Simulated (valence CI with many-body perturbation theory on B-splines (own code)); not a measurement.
Zn XXVI: calculated level list

Computed by relativistic CI+MBPT: three valence electrons over a frozen Dirac-Fock core [He], radial functions for each j: 11 s, 11 p, 10 d, 8 f, 5 g, 2 h, with the one-electron correlation potential Σ1, the two-electron term Σ2, the three-electron term Σ3, Breit, model QED; selected CI, second order for the rest, scaled by the run's own slope (own B-spline code, finite nucleus).

No measured spectrum was set against this ion. As an estimate, levels of excited configurations hold to 0.05 to 0.15 % of their energy, terms of the ground configuration to about 0.5 %.

Levels 91 to 135 of 207, with energies above the lowest level, 2s2 2p 2P°_1/2. "Leading %" is the weight of the configuration and term that name the level; weights of strongly mixed levels are sums over their largest components and can fall short. In the jj column 3d3/2^4 stands for four electrons in 3d with j = 3/2. Lifetimes count E1, E2, E3, M1 and M2 decay at the calculated energies, and are blank where another channel may lead or the interval is too uncertain; long ones can be off by a factor of two.

| No. | Configuration | Term | J | E (Ry) | Leading % | Leading jj | Lifetime | g |
| --- | --- | --- | --- | --- | --- | --- | --- | --- |
| 91 | 2p2 3d | 4F | 5/2 | 118.56 | 44 | 2p1/2 2p3/2 3d3/2 (89 %) | 219 fs | 0.997 |
| 92 | 2p2 3d | 4F | 7/2 | 118.59 | 70 | 2p1/2 2p3/2 3d5/2 (90 %) | 1.09 ps | 1.273 |
| 93 | 2p2 3d | 4D | 1/2 | 118.63 | 82 | 2p1/2 2p3/2 3d3/2 (99 %) | 258 fs | 0.181 |
| 94 | 2p2 3p | 2P° | 1/2 | 118.63 | 74 | 2p1/2 2p3/2 3p3/2 (66 %) | 105 fs | 0.834 |
| 95 | 2p2 3d | 2F | 7/2 | 118.96 | 43 | 2p1/2 2p3/2 3d3/2 (65 %) | 15.0 ps | 1.200 |
| 96 | 2p2 3d | 2F | 5/2 | 119.04 | 41 | 2p1/2 2p3/2 3d5/2 (90 %) | 43.0 fs | 1.206 |
| 97 | 2p2 3d | 4D | 3/2 | 119.04 | 45 | 2p1/2 2p3/2 3d5/2 (83 %) | 68.9 fs | 1.239 |
| 98 | 2p2 3d | 4F | 9/2 | 119.09 | 68 | 2p1/2 2p3/2 3d5/2 (88 %) | 24.0 ps | 1.259 |
| 99 | 2p2 3p | 2D° | 5/2 | 119.48 | 51 | 2p3/2^2 3p3/2 (88 %) | 118 fs | 1.175 |
| 100 | 2p2 3p | 2D° | 3/2 | 119.51 | 45 | 2p3/2^2 3p1/2 (81 %) | 86.2 fs | 1.227 |
| 101 | 2p2 3d | 4D | 5/2 | 119.53 | 35 | 2p1/2 2p3/2 3d3/2 (44 %) | 30.2 fs | 1.357 |
| 102 | 2p2 3p | 2F° | 7/2 | 119.61 | 65 | 2p3/2^2 3p3/2 (88 %) | 140 fs | 1.235 |
| 103 | 2p2 3s | 2S | 1/2 | 119.64 | 45 | 2p3/2^2 3s (50 %) | 46.6 fs | 1.976 |
| 104 | 2p2 3d | 4P | 3/2 | 119.67 | 61 | 2p1/2 2p3/2 3d3/2 (74 %) | 22.0 fs | 1.496 |
| 105 | 2p2 3p | 2D° | 5/2 | 119.69 | 73 | 2p3/2^2 3p1/2 (75 %) | 78.3 fs | 1.192 |
| 106 | 2p2 3p | 2P° | 1/2 | 119.82 | 85 | 2p3/2^2 3p3/2 (66 %) | 100 fs | 0.857 |
| 107 | 2p2 3d | 4P | 1/2 | 119.83 | 54 | 2p1/2 2p3/2 3d3/2 (61 %) | 25.2 fs | 2.083 |
| 108 | 2p2 3d | 2G | 7/2 | 119.93 | 41 | 2p1/2 2p3/2 3d5/2 (62 %) | 37.7 fs | 1.091 |
| 109 | 2p2 3d | 2P | 1/2 | 120.02 | 68 | 2p1/2 2p3/2 3d5/2 (48 %) | 49.9 fs | 0.905 |
| 110 | 2p2 3d | 2D | 5/2 | 120.11 | 64 | 2p1/2 2p3/2 3d5/2 (50 %) | 18.4 fs | 1.098 |
| 111 | 2p2 3d | 2D | 3/2 | 120.17 | 82 | 2p1/2 2p3/2 3d5/2 (86 %) | 33.1 fs | 0.859 |
| 112 | 2p2 3p | 2P° | 3/2 | 120.90 | 68 | 2p3/2^2 3p3/2 (93 %) | 97.1 fs | 1.262 |
| 113 | 2p2 3d | 2F | 7/2 | 121.06 | 55 | 2p3/2^2 3d5/2 (90 %) | 594 fs | 1.173 |
| 114 | 2p2 3d | 2G | 9/2 | 121.23 | 68 | 2p3/2^2 3d5/2 (88 %) | 24.8 ps | 1.179 |
| 115 | 2p2 3d | 2D | 3/2 | 121.48 | 64 | 2p3/2^2 3d3/2 (85 %) | 29.0 fs | 0.991 |
| 116 | 2p2 3d | 2D | 5/2 | 121.50 | 45 | 2p3/2^2 3d3/2 (69 %) | 24.8 fs | 1.184 |
| 117 | 2p2 3d | 2P | 1/2 | 121.60 | 83 | 2p3/2^2 3d3/2 (38 %) | 41.3 fs | 0.800 |
| 118 | 2p2 3d | 2F | 7/2 | 121.73 | 63 | 2p3/2^2 3d3/2 (86 %) | 19.5 fs | 1.088 |
| 119 | 2p2 3p | 2P° | 1/2 | 121.73 | 90 | 2p3/2^2 3p1/2 (87 %) | 93.6 fs | 0.666 |
| 120 | 2p2 3p | 2P° | 3/2 | 122.11 | 83 | 2p3/2^2 3p3/2 (88 %) | 110 fs | 1.321 |
| 121 | 2p2 3d | 2S | 1/2 | 122.15 | 70 | 2p3/2^2 3d3/2 (43 %) | 32.2 fs | 2.026 |
| 122 | 2p2 3d | 2P | 3/2 | 122.28 | 72 | 2p3/2^2 3d5/2 (83 %) | 24.1 fs | 1.287 |
| 123 | 2p2 3d | 2D | 5/2 | 122.31 | 60 | 2p3/2^2 3d5/2 (79 %) | 21.5 fs | 1.088 |
| 124 | 2p2 3d | 2D | 5/2 | 123.81 | 83 | 2p3/2^2 3d5/2 (87 %) | 37.3 fs | 1.189 |
| 125 | 2p2 3d | 2D | 3/2 | 123.88 | 91 | 2p3/2^2 3d3/2 (87 %) | 26.6 fs | 0.801 |
| 126 | 2s2 4s | 2S | 1/2 | 138.66 | 96 | 2s^2 4s (96 %) | 323 fs | 2.001 |
| 127 | 2s2 4p | 2P° | 1/2 | 139.47 | 96 | 2s^2 4p1/2 (96 %) | 556 fs | 0.664 |
| 128 | 2s2 4p | 2P° | 3/2 | 139.71 | 96 | 2s^2 4p3/2 (96 %) | 586 fs | 1.333 |
| 129 | 2s2 4d | 2D | 3/2 | 140.36 | 96 | 2s^2 4d3/2 (96 %) | 66.9 fs | 0.798 |
| 130 | 2s2 4d | 2D | 5/2 | 140.43 | 96 | 2s^2 4d5/2 (96 %) | 68.1 fs | 1.199 |
| 131 | 2s2 4f | 2F° | 5/2 | 140.81 | 96 | 2s^2 4f5/2 (96 %) | 151 fs | 0.856 |
| 132 | 2s2 4f | 2F° | 7/2 | 140.84 | 96 | 2s^2 4f7/2 (96 %) | 152 fs | 1.142 |
| 133 | 2s 2p 4s | 4P° | 1/2 | 142.46 | 85 | 2s 2p1/2 4s (99 %) | 344 fs | 2.366 |
| 134 | 2s 2p 4s | 4P° | 3/2 | 142.88 | 82 | 2s 2p1/2 4s (85 %) | 321 fs | 1.659 |
| 135 | 2s 2p 4s | 2P° | 1/2 | 143.08 | 86 | 2s 2p1/2 4s (86 %) | 343 fs | 0.925 |

Names give the largest LS component (configuration and term), which can be under half, so a name can repeat, a term be missing and a line seem to break the LS rules; names also repeat where a configuration has a term twice.
